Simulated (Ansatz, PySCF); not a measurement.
Gas-phase reaction (SMILES): FC(F)CC(F)(F)F -> F[C](F)CC(F)F + F atom; the C-F bond at the site shown breaks (other sites are not compared here).

Structures are relaxed separately at B3LYP-D3(BJ)/def2-TZVP in Ansatz (an electronic-structure program), one conformer each, not searched for the lowest. Valence correlation only, unless marked. Open shells are spin-unrestricted. Spin-orbit coupling is left out. Non-relativistic. Basis-set limits of correlation are two-point, X^-3; Hartree-Fock from the larger set. Thermal terms are rigid-rotor harmonic-oscillator values from B3LYP-D3(BJ) frequencies (Ansatz or PySCF) at 298.15 K and 1 atm. 1 Eh = 627.5095 kcal/mol. Atoms have translation alone.

```
species         E, CCSD(T)/CBS(cc-pVTZ,cc-pVQZ) (Ansatz) (Eh)  E, wB97X-V/def2-TZVPD (Ansatz) (Eh)  H - E (Eh)
--------------  ---------------------------------------------  -----------------------------------  ----------
FC(F)CC(F)(F)F                                     -614.91160                           -615.43679     0.07424
F[C](F)CC(F)F                                      -515.03951                           -515.49885     0.06867
F atom                                              -99.66606                            -99.73522     0.00236
```

Work out ΔE and ΔH at 298.15 K at the first level, then ΔH at the second.


1. ΔE = [(-515.03951) + (-99.66606)] - [(-614.91160)] = 0.20603 Eh = 129.3 kcal/mol at CCSD(T)/CBS(cc-pVTZ,cc-pVQZ).
2. The terms H - E add up to -0.00321 Eh, so ΔH = (0.20603 + (-0.00321))×627.5095 = 127.3 kcal/mol.
3. At wB97X-V/def2-TZVPD the same steps give ΔE = 127.2 and ΔH = 125.2 kcal/mol, a shift of -2.1 from the first level.
4. These values are not checked against measurement here, since the tables used lack a sound gas-phase enthalpy of formation for at least one species.
